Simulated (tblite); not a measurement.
**Question.** What does the GFN2-xTB structure of InChI=1S/C6H7F3O/c7-6(8,9)3-1-2-4-5(3)10-4/h3-5H,1-2H2/t3-,4-,5+/m1/s1 look like in three dimensions?

**Answer.** 
```xyz
17
C6H7F3O angstrom
F      2.5407   -1.1456    0.4048
C      1.8224   -0.2330   -0.2655
F      1.4054   -0.8309   -1.3914
F      2.6844    0.7247   -0.6445
C      0.6825    0.3245    0.5697
C     -0.3408   -0.7660    0.9451
C     -1.4033   -0.7587   -0.1669
C     -1.3695    0.6616   -0.6889
O     -1.3531    1.6522    0.3009
C     -0.1265    1.3073   -0.2648
H      1.1291    0.7934    1.4500
H      0.1326   -1.7400    1.0571
H     -0.8021   -0.4923    1.8926
H     -2.3853   -1.0303    0.2164
H     -1.1391   -1.4379   -0.9777
H     -1.8726    0.9120   -1.6133
H      0.3881    2.0710   -0.8334
```

Any rigid rotation of these coordinates is as good. Atoms count from 1 in this order. The 3-membered ring C8–O9–C10 has internal angles of 58.2° to 63.2°. Of the pairs four or more bonds apart, F1···H12 is among the closest relative to their van der Waals radii: 2.56 Å, 96 % of the sum of Bondi's values. The 6 C–C bonds span 1.464 Å (C8–C10, drawn single) to 1.542 Å (C5–C6, drawn single), a spread of 0.078 Å. The 5-membered ring C5–C6–C7–C8–C10 has internal angles of 103.7° to 109.5°; it is puckered, 0.12 Å rms from its mean plane, widest ring torsion 27°.

Bonds between heavy atoms (Å): F1–C2 1.341, C2–F3 1.341, C2–F4 1.343, C2–C5 1.519, C5–C6 1.542, C6–C7 1.538, C7–C8 1.513, C8–O9 1.400, O9–C10 1.394, C5–C10 1.522, C8–C10 1.464.

The geometry is computed with GFN2-xTB (gas phase).

Point group: C1 (no symmetry element, even within 0.4 Å). Its GFN2-xTB frequencies are all real (lowest 49 cm⁻¹). The numbers are those of one conformer (C2–C5–C6–C7 -91°, C5–C6–C7–C8 -27°, C6–C7–C8–O9 -46°, C7–C8–O9–C10 98°).
